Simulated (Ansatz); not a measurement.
Gas-phase electronic energies from Ansatz, PBE0-D4/def2-TZVP geometries. CCSD(T)/CBS is the MP2 limit (def2-TZVPP, def2-QZVPP) plus CCSD(T) − MP2 in def2-TZVPP, frozen cores. This one scheme is used for every species. Functionals use def2-TZVPP. B3LYP here is the variant with VWN-RPA as its local correlation; programs differ in this. HSE06 is defined as in plane-wave codes. One conformer a species, not always the lowest.

`OC(F)([SiH3])Cl` → `OC(F)Cl` + `[SiH2]`  (silylene formation by 1,1-elimination)

| level | ΔE (kcal/mol) | difference from CCSD(T)/CBS |
| --- | --- | --- |
| LDA (SPW92) | 58.4 | 7.7 |
| PBE-D4 | 51.9 | 1.2 |
| revPBE-D4 | 50.9 | 0.2 |
| BLYP-D4 | 48.7 | -2.0 |
| r2SCAN-D4 | 55.5 | 4.8 |
| B97M-V | 48.4 | -2.3 |
| PBE0-D4 | 52.7 | 2.0 |
| B3LYP-D4 | 49.9 | -0.8 |
| r2SCANh-D4 | 55.3 | 4.6 |
| HSE06-D4 | 52.6 | 1.9 |
| BHLYP-D4 | 51.2 | 0.5 |
| CAM-B3LYP-D4 | 51.5 | 0.8 |
| ωB97M-V | 49.9 | -0.8 |
| B2PLYP | 49.1 | -1.6 |
| PBE-QIDH | 53.2 | 2.5 |
| PBE | 49.8 | -0.9 |
| revPBE | 45.8 | -4.9 |
| BLYP | 44.2 | -6.5 |
| r2SCAN | 55.0 | 4.3 |
| PBE0 | 50.9 | 0.2 |
| r2SCANh | 54.7 | 4.0 |
| HSE06 | 50.9 | 0.2 |
| BHLYP | 48.3 | -2.4 |
| CAM-B3LYP | 49.5 | -1.2 |
| LC-ωPBE | 53.8 | 3.1 |
| RPA@PBE/def2-TZVPP | 44.9 | -5.8 |
| HF/def2-SVP | 43.1 | -7.6 |
| MP2/def2-SVP | 51.4 | 0.7 |
| CCSD/def2-SVP | 45.5 | -5.2 |
| CCSD(T)/def2-SVP | 46.8 | -3.9 |
| HF/def2-TZVPP | 43.8 | -6.9 |
| MP2/def2-TZVPP | 53.1 | 2.4 |
| SCS-MP2/def2-TZVPP | 50.3 | -0.4 |
| CCSD/def2-TZVPP | 47.0 | -3.7 |
| CCSD(T)/def2-TZVPP | 48.5 | -2.2 |
| HF/def2-QZVPP | 44.0 | -6.7 |
| MP2/def2-QZVPP | 54.4 | 3.7 |
| SCS-MP2/def2-QZVPP | 51.6 | 0.9 |
| MP2/CBS(def2) | 55.3 | 4.6 |
| CCSD/CBS(def2) | 49.3 | -1.4 |
| CCSD(T)/CBS | 50.7 | 0 |

Largest T1 diagnostic among the species: 0.014.

The D4 term adds +3.5 kcal/mol with B3LYP and +1.8 kcal/mol with PBE0; it sums over pairs of atoms, weighted by their polarisabilities, and B3LYP, whose exchange is more repulsive, gets the larger term. At CCSD(T), def2-SVP lies −3.9 kcal/mol from the extrapolated value and def2-TZVPP −2.2 kcal/mol.

CCSD(T)/CBS has its own doubt, a few kJ/mol and more with outer-core shells, so smaller differences from it don't rank the levels.
